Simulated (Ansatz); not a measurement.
`OBCBr` at its PBE0-D4/def2-TZVP geometry, where that method's forces vanish. The species carries charge 0 and has multiplicity 1.

| atom | x (Å) | y (Å) | z (Å) |
| --- | --- | --- | --- |
| O1 | -1.5549 | 0.2871 | 0.4101 |
| B2 | -0.2066 | 0.3482 | 0.4761 |
| C3 | 0.6111 | -0.1459 | -0.7673 |
| Br4 | 1.2695 | -1.8809 | -0.1361 |
| H5 | -1.9890 | 0.5535 | 1.2239 |
| H6 | 0.3473 | 0.7475 | 1.4633 |
| H7 | 1.4982 | 0.4354 | -1.0084 |
| H8 | 0.0245 | -0.3450 | -1.6616 |

**Question.** For each bond, give half the difference of the two atoms' forces along it (eV/Å; positive pushes the atoms apart) under PBE-D4, r2SCAN-D4, B3LYP-D4, ωB97M-V in def2-TZVPP. (Estimate.)

**Answer.** Computed: 
```
  bond  length (Å)  PBE-D4  r2SCAN-D4  B3LYP-D4  ωB97M-V
 O1–B2       1.351    0.36       0.19      0.15     0.16
 O1–H5       0.960    0.36       0.00     -0.02    -0.09
 B2–C3       1.568   -0.14      -0.03     -0.01     0.08
 B2–H6       1.200   -0.04      -0.10     -0.16    -0.18
C3–Br4       1.960    0.27       0.27      0.43     0.06
 C3–H7       1.088    0.11      -0.05     -0.11    -0.09
 C3–H8       1.088    0.11      -0.05     -0.10    -0.09
```

B3LYP here is the variant with VWN-RPA as its local correlation; programs differ in this.
